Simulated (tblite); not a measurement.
Compound: C5H10NS (doublet state).
SMILES with atom numbers: `[NH:1][C@H:2]1[CH2:3][C@@H:4]([CH2:5][SH:6])[CH2:7]1` (hydrogens: H8 on N1; H9 on C2; H10, H11 on C3; H12 on C4; H13, H14 on C5; H15 on S6; H16, H17 on C7)

The geometry is computed with GFN2-xTB (gas phase). This method treats the open shell by occupation alone, without spin polarisation.

List the bond lengths, angles and torsions at this level.

```json
{"bond": "N1–C2", "length (bohr)": "2.608", "order": "single"}
{"bond": "C2–C3", "length (bohr)": "2.986", "order": "single"}
{"bond": "C3–C4", "length (bohr)": "2.897", "order": "single"}
{"bond": "C4–C5", "length (bohr)": "2.863", "order": "single"}
{"bond": "C5–S6", "length (bohr)": "3.452", "order": "single"}
{"bond": "C4–C7", "length (bohr)": "2.915", "order": "single"}
{"bond": "C2–C7", "length (bohr)": "2.904", "order": "single"}
{"bond": "N1–H8", "length (bohr)": "1.925", "order": "single"}
{"bond": "C2–H9", "length (bohr)": "2.085", "order": "single"}
{"bond": "C3–H10, C7–H16", "length (bohr)": "2.055", "order": "single"}
{"bond": "C3–H11, C7–H17", "length (bohr)": "2.053", "order": "single"}
{"bond": "C4–H12", "length (bohr)": "2.062", "order": "single"}
{"bond": "C5–H13, C5–H14", "length (bohr)": "2.061", "order": "single"}
{"bond": "S6–H15", "length (bohr)": "2.516", "order": "single"}
```

Bonds in one row agree within 0.02 bohr and their mean is given. Orders are formal, as drawn. A selection of angles:
```json
{"angle": "C2–N1–H8", "degrees": "111.5"}
{"angle": "N1–C2–C3", "degrees": "114.7"}
{"angle": "N1–C2–C7", "degrees": "113.4"}
{"angle": "N1–C2–H9", "degrees": "112.6"}
{"angle": "C3–C2–C7", "degrees": "88.7"}
{"angle": "C3–C2–H9", "degrees": "110.0"}
{"angle": "C7–C2–H9", "degrees": "115.3"}
{"angle": "C2–C3–C4", "degrees": "88.0"}
{"angle": "C2–C3–H10", "degrees": "114.6"}
{"angle": "C2–C3–H11", "degrees": "112.3"}
{"angle": "C4–C3–H10", "degrees": "116.7"}
{"angle": "C4–C3–H11", "degrees": "114.0"}
{"angle": "H10–C3–H11", "degrees": "109.9"}
{"angle": "C3–C4–C5", "degrees": "113.1"}
{"angle": "C3–C4–C7", "degrees": "90.3"}
{"angle": "C3–C4–H12", "degrees": "115.0"}
{"angle": "C5–C4–C7", "degrees": "110.9"}
{"angle": "C5–C4–H12", "degrees": "110.6"}
{"angle": "C4–C5–S6", "degrees": "113.1"}
{"angle": "C4–C5–H13", "degrees": "110.1"}
{"angle": "C4–C5–H14", "degrees": "110.6"}
{"angle": "S6–C5–H13", "degrees": "109.0"}
{"angle": "S6–C5–H14", "degrees": "104.6"}
{"angle": "H13–C5–H14", "degrees": "109.3"}
{"angle": "C5–S6–H15", "degrees": "96.5"}
{"angle": "C4–C7–H16", "degrees": "115.4"}
{"angle": "C2–C7–C4", "degrees": "89.2"}
{"angle": "C2–C7–H16", "degrees": "114.1"}
{"angle": "C2–C7–H17", "degrees": "113.4"}
```

Torsions: N1–C2–C3–C4 100° (anticlinal); C2–C3–C4–C5 -98° (anticlinal); C3–C4–C5–S6 -77° (synclinal); C3–C4–C7–C2 -15° (synperiplanar); N1–C2–C7–C4 -102° (anticlinal); H8–N1–C2–C3 70° (synclinal); H15–S6–C5–C4 65° (synclinal).

The 4-membered ring C2–C3–C4–C7 has internal angles of 88.0° to 90.3°; it is puckered, 0.10 Å rms from its mean plane, widest ring torsion 15°. S6 (sulfur bonded to C and H) is bent (angle 96.5°). The 5 C–C bonds span 1.515 Å (C4–C5, drawn single) to 1.580 Å (C2–C3, drawn single), a spread of 0.065 Å. Of the pairs four or more bonds apart, N1···H13 is among the closest relative to their van der Waals radii: 2.62 Å, 95 % of the sum of Bondi's values.

Point group: C1 (no symmetry element, even within 0.4 Å). GFN2-xTB frequencies show an imaginary mode (37i cm⁻¹), so the point is no minimum at that level. Torsions: H–N1–C2–C3 70°, C3–C4–C5–S6 -77°, C4–C5–S6–H 65°, N1–C2–C3–C4 100°, C2–C3–C4–C5 -98°, C3–C4–C7–C2 -15°, N1–C2–C7–C4 -102°. 3 starts were optimised and ended at 0.00, 0.07 and 0.53 kcal/mol (GFN2-xTB); the lowest of these is shown.

One conformer stands for the species.
